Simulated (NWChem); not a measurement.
System: C3H2F2O2; SMILES O=C1COC1(F)F

```xyz
9

O      1.2412     1.7127     0.0000
C      0.3045     0.9666     0.0000
C     -1.2276     1.0718     0.0000
O     -1.3028    -0.3840     0.0000
C      0.0811    -0.5847     0.0000
F      0.5078    -1.2598     1.0876
F      0.5078    -1.2598    -1.0876
H     -1.6765     1.5243    -0.9106
H     -1.6765     1.5243     0.9106
```
Atoms are numbered in this order, from 1.

Program: NWChem. Pople sets run with spherical d functions. Structure relaxed at the PBE-D3(BJ)/def2-SVP level. Vzz is the largest principal value of the second derivative of the potential at the nucleus (NWChem prints the opposite sign); η is the asymmetry. Non-relativistic.

```json
[
 {"level": "CAM-B3LYP/def2-SVP", "Vzz O1 (a.u.)": "-1.867", "η O1": "0.57", "Vzz O4 (a.u.)": "-1.711", "η O4": "0.97"},
 {"level": "PBE0/cc-pVTZ", "Vzz O1 (a.u.)": "(withheld)", "η O1": "(withheld)", "Vzz O4 (a.u.)": "(withheld)", "η O4": "0.96"},
 {"level": "PBE0/6-31G*", "Vzz O1 (a.u.)": "-1.795", "η O1": "0.49", "Vzz O4 (a.u.)": "-1.678", "η O4": "0.92"}
]
```

Problem. What belongs in the gaps?

Solution. 
- PBE0/cc-pVTZ, Vzz O1 (a.u.): -1.808
- PBE0/cc-pVTZ, η O1: 0.64
- PBE0/cc-pVTZ, Vzz O4 (a.u.): -1.738
